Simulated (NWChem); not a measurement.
System: SnNH3, singlet; SMILES [NH2][SnH]

Input file for NWChem:

```
start job
memory heap 200 mb stack 900 mb global 1100 mb
geometry units angstroms noautoz
  Sn     0.027501    -0.323760     0.000000
  H     -1.761048    -0.375558     0.000000
  N      0.003365     1.703299     0.000000
  H     -0.829815     2.282990     0.000000
  H      0.845035     2.270788     0.000000
end
basis spherical
  * library def2-tzvpp
end
ecp
  Sn library def2-ecp
end
dft
  xc xpbe96 cpbe96
  iterations 150
  mulliken
end
task dft energy
```

Excerpt of the output:

```
             Northwest Computational Chemistry Package (NWChem) 7.3.0
             --------------------------------------------------------

 CS  symmetry detected

                             Geometry "geometry" -> ""
                             -------------------------

 Output coordinates in angstroms (scale by  1.889725989 to convert to a.u.)

  No.       Tag          Charge          X              Y              Z
 ---- ---------------- ---------- -------------- -------------- --------------
    1 Sn                  50.0000     0.03238154    -0.32240755     0.00000000
    2 H                    1.0000    -1.75630605    -0.36917579     0.00000000
    3 N                    7.0000     0.01394591     1.70471131     0.00000000
    4 H                    1.0000    -0.81760066     2.28674299     0.00000000
    5 H                    1.0000     0.85720841     2.26983121     0.00000000

 Effective nuclear repulsion energy (a.u.)     134.8225150793

      Symmetry information
      --------------------

 Group name             Cs
 Group number              2
 Group order               2
 No. of unique centers     5

 Summary of "ao basis" -> "ao basis" (spherical)
 ------------------------------------------------------------------------------
       Tag                 Description            Shells   Functions and Types
 ---------------- ------------------------------  ------  ---------------------
 Sn                        def2-tzvpp               16       50   6s5p3d2f
 H                         def2-tzvpp                6       14   3s2p1d
 N                         def2-tzvpp               11       31   5s3p2d1f

      Symmetry analysis of basis
      --------------------------

        a'         84
        a"         39

            General Information
            -------------------
          SCF calculation type: DFT
          Wavefunction type:  closed shell.
          No. of atoms     :     5
          No. of electrons :    32
           Alpha electrons :    16
            Beta electrons :    16
          Charge           :     0
          Spin multiplicity:     1
          Use of symmetry is: on ; symmetry adaption is: on
          Maximum number of iterations: 150
          AO basis - number of functions:   123
                     number of shells:    45
          Convergence on energy requested:  1.00D-06
          Convergence on density requested:  1.00D-05
          Convergence on gradient requested:  5.00D-04

              XC Information
              --------------
          PerdewBurkeErnzerhof Exchange Functional  1.000
            Perdew 1991 LDA Correlation Functional  1.000 local
           PerdewBurkeErnz. Correlation Functional  1.000 non-local

             Grid Information
             ----------------
          Grid used for XC integration:  medium
          Radial quadrature: Mura-Knowles
          Angular quadrature: Lebedev.
          Tag              B.-S. Rad. Rad. Pts. Rad. Cut. Ang. Pts.
          ---              ---------- --------- --------- ---------
          Sn                  1.45      123          10.0       590
          H                   0.35       45          11.0       434
          N                   0.65       49           9.0       434
          Grid pruning is: on
          Number of quadrature shells:   307
          Spatial weights used:  Erf1

      Superposition of Atomic Density Guess
      -------------------------------------

 Sum of atomic energies:        -304.92308312

      Non-variational initial energy
      ------------------------------

 Total energy =    -269.506520
 1-e energy   =    -579.360465
 2-e energy   =     245.322146
 HOMO         =      -0.239635
 LUMO         =      -0.055490

      Symmetry analysis of molecular orbitals - initial
      -------------------------------------------------

  Numbering of irreducible representations:

     1 a'          2 a"

  Orbital symmetries:

     1 a'          2 a'          3 a'          4 a'          5 a"
     6 a'          7 a'          8 a'          9 a"         10 a"
    11 a'         12 a'         13 a'         14 a'         15 a"
    16 a'         17 a"         18 a'         19 a'         20 a'
    21 a'         22 a"         23 a'         24 a'         25 a"
    26 a'

     ---------------------------------------------
      Total Density - Mulliken Population Analysis
     ---------------------------------------------

    Atom       Charge   Shell Charges
 -----------   ------   -------------------------------------------------------
    1 Sn  22    21.24   0.29 -0.77  1.54  0.95  1.03  0.86 -0.40  6.35  0.45  0.62  0.24  8.94  1.05  0.07  0.02  0.00
    2 H    1     1.28   0.22  0.62  0.43  0.00  0.01  0.00
    3 N    7     7.98   0.82  1.16  0.58  0.83  0.18  1.63  1.88  0.88  0.00  0.01  0.00
    4 H    1     0.75   0.22  0.37  0.09  0.02  0.04  0.01
    5 H    1     0.75   0.22  0.37  0.09  0.02  0.04  0.01

   convergence    iter        energy       DeltaE   RMS-Dens  Diis-err
 ---------------- ----- ----------------- --------- --------- ---------
 d= 0,ls=0.0,diis     1   -270.7541702854 -3.35D+02  1.33D-02  4.89D-01
 d= 0,ls=0.0,diis     2   -270.0957658464  6.58D-01  9.95D-03  4.47D+00
 d= 0,ls=0.0,diis     3   -270.7973262885 -7.02D-01  1.85D-03  9.17D-02
 d= 0,ls=0.0,diis     4   -270.8093430644 -1.20D-02  9.74D-04  5.17D-03
 d= 0,ls=0.0,diis     5   -270.8099418349 -5.99D-04  3.42D-04  1.87D-03
  Resetting Diis
 d= 0,ls=0.0,diis     6   -270.8101974325 -2.56D-04  6.50D-05  7.23D-05
 d= 0,ls=0.0,diis     7   -270.8102030665 -5.63D-06  5.16D-05  5.73D-06
 d= 0,ls=0.0,diis     8   -270.8101992047  3.86D-06  3.01D-05  3.56D-05
 d= 0,ls=0.0,diis     9   -270.8102036415 -4.44D-06  8.72D-06  1.95D-06
 d= 0,ls=0.0,diis    10   -270.8102038310 -1.90D-07  1.13D-06  3.59D-08

         Total DFT energy =     -270.810203831027
      One electron energy =     -581.424254950778
           Coulomb energy =      272.057347724873
    Exchange-Corr. energy =      -25.975095598221
 Nuclear repulsion energy =       64.531798993100

 Numeric. integr. density =       32.000012196203

                  Occupations of the irreducible representations
                  ----------------------------------------------

                     irrep           alpha         beta
                     --------     --------     --------
                     a'               12.0         12.0
                     a"                4.0          4.0

                       DFT Final Molecular Orbital Analysis
                       ------------------------------------

 Vector   14  Occ=2.000000D+00  E=-2.894084D-01  Symmetry=a'
              MO Center= -4.7D-01,  3.3D-01,  1.4D-15, r^2= 3.0D+00
   Bfn.  Coefficient  Atom+Function         Bfn.  Coefficient  Atom+Function
  ----- ------------  ---------------      ----- ------------  ---------------
    71      0.270198  3 N  py                 5      0.266161  1 Sn s
    74      0.214842  3 N  py                 6      0.207848  1 Sn s
     2      0.205427  1 Sn s                 11      0.191925  1 Sn py
    52      0.182377  2 H  s                 14     -0.178511  1 Sn py
     3     -0.170421  1 Sn s                 69     -0.169896  3 N  s

 Vector   15  Occ=2.000000D+00  E=-2.277517D-01  Symmetry=a"
              MO Center=  1.6D-02,  1.5D+00,  3.4D-15, r^2= 1.6D+00
   Bfn.  Coefficient  Atom+Function         Bfn.  Coefficient  Atom+Function
  ----- ------------  ---------------      ----- ------------  ---------------
    72      0.394323  3 N  pz                75      0.329846  3 N  pz
    78      0.309481  3 N  pz                12     -0.137776  1 Sn pz
    15      0.132383  1 Sn pz                18      0.130418  1 Sn pz
    21      0.085056  1 Sn pz                23     -0.068529  1 Sn d -1
   118      0.026345  5 H  pz                33      0.025850  1 Sn d -1

 Vector   16  Occ=2.000000D+00  E=-2.024711D-01  Symmetry=a'
              MO Center= -1.8D-01, -4.2D-01, -7.7D-15, r^2= 3.2D+00
   Bfn.  Coefficient  Atom+Function         Bfn.  Coefficient  Atom+Function
  ----- ------------  ---------------      ----- ------------  ---------------
     6      0.409477  1 Sn s                  5      0.356636  1 Sn s
     2      0.277037  1 Sn s                 16      0.243086  1 Sn px
    52     -0.242586  2 H  s                 10     -0.240657  1 Sn px
    53     -0.240305  2 H  s                  3     -0.232188  1 Sn s
    13      0.221196  1 Sn px                 1     -0.174980  1 Sn s

 Vector   17  Occ=0.000000D+00  E=-9.790270D-02  Symmetry=a"
              MO Center=  8.9D-03, -2.0D-01,  6.1D-14, r^2= 3.8D+00
   Bfn.  Coefficient  Atom+Function         Bfn.  Coefficient  Atom+Function
  ----- ------------  ---------------      ----- ------------  ---------------
    18      0.495957  1 Sn pz                21      0.361567  1 Sn pz
    12     -0.329859  1 Sn pz                15      0.308456  1 Sn pz
    78     -0.220951  3 N  pz                72     -0.192574  3 N  pz
    75     -0.151330  3 N  pz                 9     -0.046311  1 Sn pz
    23      0.040795  1 Sn d -1              33     -0.036475  1 Sn d -1

 Vector   18  Occ=0.000000D+00  E=-3.001752D-02  Symmetry=a'
              MO Center=  1.0D-01,  2.2D-01, -4.2D-15, r^2= 6.7D+00
   Bfn.  Coefficient  Atom+Function         Bfn.  Coefficient  Atom+Function
  ----- ------------  ---------------      ----- ------------  ---------------
    69      0.993569  3 N  s                 20     -0.624390  1 Sn py
    98     -0.432020  4 H  s                 53     -0.364536  2 H  s
   112     -0.331623  5 H  s                 17     -0.304154  1 Sn py
    19     -0.288163  1 Sn px                16     -0.209537  1 Sn px
    68      0.204227  3 N  s                 11      0.183143  1 Sn py

[...]
```

Level: PBE/def2-TZVPP with def2 effective core potentials on Sn. Low-valent species are run as closed-shell singlets; no triplet was tried in these runs. Structure relaxed at the PBE0/def2-SVP level. def2 effective core potentials on Sn; no spin-orbit coupling.
